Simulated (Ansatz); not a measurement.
Program: Ansatz. Geometries: PBE0-D4/def2-TZVP. ΔE: electronic, gas phase. CBS: MP2 limit from def2 TZ/QZ plus the TZ coupled-cluster correction, frozen cores. DFT in def2-TZVPP. B3LYP here is the variant with VWN-RPA as its local correlation; programs differ in this. For Ge outer-core shells are correlated without core-valence functions, which leaves a few kJ/mol of doubt a bond. Scalar relativity is left out up to krypton. One conformer a species, not always the lowest.

Consider the ligand exchange at the Si–O bond: `[CH3][Al]([SiH3])[O][SiH3]` + `[OH][GeH2][OH]` → `[OH][GeH2][O][SiH3]` + `[CH3][Al]([OH])[SiH3]`.

```tsv
level	ΔE (kJ/mol)	difference from CCSD(T)/CBS
PBE-D4	3.5	0.0
PBE0-D4	4.6	1.1
ωB97X-V	3.6	0.1
PBE	3.6	0.1
r2SCAN	3.7	0.2
B3LYP	5.1	1.6
HF/def2-TZVPP	6.7	3.2
MP2/def2-TZVPP	3.0	-0.5
SCS-MP2/def2-TZVPP	3.7	0.2
CCSD/def2-TZVPP	3.9	0.4
CCSD(T)/def2-TZVPP	3.3	-0.2
HF/def2-QZVPP	7.0	3.5
MP2/def2-QZVPP	3.3	-0.2
HF/CBS(def2)	7.1	3.6
MP2/CBS(def2)	3.2	-0.3
CCSD/CBS(def2)	4.1	0.6
CCSD(T)/CBS	3.5	0
```

Largest T1 diagnostic among the species: 0.013.

In def2-TZVPP, CCSD(T) changes the Hartree–Fock value by −3.4 kJ/mol (the triples alone add −0.6 kJ/mol) and MP2 by −3.6 kJ/mol.
